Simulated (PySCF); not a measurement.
C8H7F, SMILES C=Cc1ccccc1F at its GFN2-xTB optimised geometry (Å):

```
16

C     -2.5645    -1.0404     0.0000
C     -1.7178    -0.0181     0.0000
C     -0.2623    -0.1011     0.0000
C      0.4488    -1.3026     0.0000
C      1.8298    -1.3223     0.0000
C      2.5497    -0.1381     0.0000
C      1.8782     1.0716     0.0000
C      0.4976     1.0716     0.0000
F     -0.1341     2.2679     0.0000
H     -2.2438    -2.0680     0.0000
H     -3.6287    -0.8798     0.0000
H     -2.1109     0.9902     0.0000
H     -0.0932    -2.2348     0.0000
H      2.3509    -2.2679     0.0000
H      3.6287    -0.1545     0.0000
H      2.4070     2.0119     0.0000
```

Method: CAM-B3LYP/def2-TZVP (PySCF).

Map of the HOMO amplitude (bohr^(-3/2)) on the plane z = 1.2 Å; orbital energy -7.89 eV, overall sign arbitrary:

```
|44444444444444444444444444444|
|44444444444444444444444444444|
|44444444444444444444444444444|
|44444444444444444444444444444|
|44444444444444444444444444444|
|44444444444444444444444444444|
|44444444444444444444444444444|
|44444444444455554444444444444|
|44444444444455554444444444444|
|44444444444455544444444444444|
|44444444454444333345555444444|
|44444455555443212345555544444|
|44444555565432001356665554444|
|44444556676531002457776554444|
|44445567887530002468886554444|
|44445568998631012468886554444|
|44445678998632113578876554444|
|44445578987543223567765554444|
|44445567776543334566655544444|
|44445556665544334555555444444|
|44444555555444444455554444444|
|44444445554444444444444444444|
|44444444444444444444444444444|
|44444444444444444444444444444|
|44444444444444444444444444444|
|44444444444444444444444444444|
|44444444444444444444444444444|
|44444444444444444444444444444|
|44444444444444444444444444444|
```
Scale: ten equal steps from -0.053 (start of '0') to 0.061 (end of '9'), in the order '0123456789'; x runs from -6.00 to 6.00, y from -6.00 (bottom) to 6.00 (top).
